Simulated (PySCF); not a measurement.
# Re⁵²⁺ (rhenium, charge +52) across methods

[Ar] 3d5, high-spin 6S determinant. All numbers are calculated (PySCF 2.14, the spin-free X2C one-electron Hamiltonian (Gaussian nucleus), in an even-tempered Gaussian basis (17 s from 12 bohr⁻², ratio 2.5; 13 p from 16 bohr⁻², ratio 2.5; 7 d from 16 bohr⁻², ratio 2.5; 4 f from 61 bohr⁻², ratio 2.7; 3 g from 92 bohr⁻², ratio 2.7)).

```csv
method,E (hartree),mean ε 3p α (eV),mean ε 3p β (eV),mean ε 3d α (eV),Σ⟨r²⟩ (bohr²),⟨S²⟩
B3LYP,-14291.49,-5351.1,-5315.0,-4876.9,0.5324,8.750
UHF,-14289.72815,-5428.7,-5361.6,-4937.1,0.5322,8.750
PBE0,-14291.21,-5356.2,-5318.1,-4880.6,0.5324,8.750
PBE,-14291.30,-5331.4,-5302.7,-4861.2,0.5325,8.750
LDA,-14280.17,-5329.1,-5300.8,-4860.3,0.5327,8.750
M06-L,-14291.37,-5348.1,-5308.8,-4869.9,0.5318,8.750
r2SCAN,-14291.68,-5345.3,-5308.2,-4868.5,0.5322,8.750
```

Spin-orbit coupling, which splits the p, d and f shells strongly at this Z, is absent. Spin-orbit coupling is strong in this species (close to jj coupling), so the high-spin LS determinant is a model state, not a physical level.
